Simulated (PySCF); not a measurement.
## Checking a proposed structure

A compound C$_{5}$H$_{4}$F$_{4}$O$_{2}$ gives the data below (simulated from a calculation) and was assigned the structure `F/C=C/O/C=C(\F)OC(F)F`.

13C{1H} NMR (computed): δ 153.3 (C, dt, J = 339.3, 5.0 Hz), 138.4 (CH, d, J = 323.6 Hz), 131.2 (CH, d, J = 7.9 Hz), 122.8 (CH, d, J = 70.1 Hz), 117.4 (CH, td, J = 330.4, 3.1 Hz).

1H NMR (500 MHz, computed): δ 7.52 (dd, J = 2.9, 1.3 Hz, 1H), 6.18 (t, J = 82.8 Hz, 1H), 6.15 (dd, J = 85.3, 4.6 Hz, 1H), 5.47 (ddd, J = 28.5, 4.6, 1.7 Hz, 1H).

PySCF calculation with NMR shieldings at PBE0/pcSseg-1/GIAO, coordinates at the PBE0-D3(BJ)/def2-SVP level and B3LYP/pcJ-1 coupling constants (spin–dipole term only in couplings to heteroatoms); one computed conformer, fast rotation and ring inversion assumed for equivalent nuclei, in vacuum, relativity neglected.

Shifts are taken against calculated references (same method and geometry level): TMS for 1H (σ = 31.27 ppm), 13C (σ = 184.41 ppm).

Task: Compare with the shifts computed for the proposed structure, pairing carbons in order of shift.

Result: Mapped SMILES: `[F:1]/[CH:2]=[CH:3]/[O:4]/[CH:5]=[C:6](\[F:7])[O:8][CH:9]([F:10])[F:11]`. Hydrogens are named by the atom that carries them.

```json
{"atom": "C6", "computed for proposal": "151.8", "given list": "153.3", "difference": "-1.5"}
{"atom": "C2", "computed for proposal": "149.3", "given list": "138.4", "difference": "+10.9"}
{"atom": "C3", "computed for proposal": "142.9", "given list": "131.2", "difference": "+11.7"}
{"atom": "C5", "computed for proposal": "124.1", "given list": "122.8", "difference": "+1.3"}
{"atom": "C9", "computed for proposal": "118.1", "given list": "117.4", "difference": "+0.7"}
```

The rms difference is 7.3 ppm and the largest +11.7 ppm at C3 (alkene carbon bearing oxygen). The proposal doesn't fit.

Task: Which isomer fits?

Result: SMILES F/C=C\O/C=C(/F)OC(F)F.

Carbon types of the structure: 1 × C, 4 × CH, which accounts for all hydrogens. δC 153.3, 131.2, 122.8: alkene carbon bearing oxygen. δC 138.4: β carbon of an enol-ether or enamine type C=C. δC 117.4: sp3 CH bonded to 2 F and O; 3 electronegative neighbours deshield it. δH 6.15: hydrogen on a β carbon of an enol-ether or enamine type C=C; a vinylic proton, deshielded by the sp2 carbon and the C=C anisotropy. The protons at 6.15 and 5.47 share a coupling of 4.6 Hz (vicinal, cis across C=C).

Other isomers checked: F/C=C/O/C=C(/F)OC(F)F (rms 7.4 ppm); F[C@@H]1C=CO[C@H]1OC(F)(F)F (rms 17.5 ppm).

The shifts were computed for this structure.

C–F couplings over four or more bonds (about 3 Hz to the para carbon of a fluoroarene) are left out. Common functionals overestimate the size of one-bond C–F couplings by tens of Hz; these are unscaled. Splittings below 1 Hz are ignored in the labels, and close J values are merged. Unscaled 3J(H,H) at this level run about 10 % above measured values. Shifts are as computed. Against solution values, carbons near 30 ppm lie about +2 ppm off and those near 130 ppm about +5 ppm. Of 1313 compounds with measured shifts, 239 miss one by over three times the rms of a fit or turn the order of signals round; such compounds aren't used in these exercises.
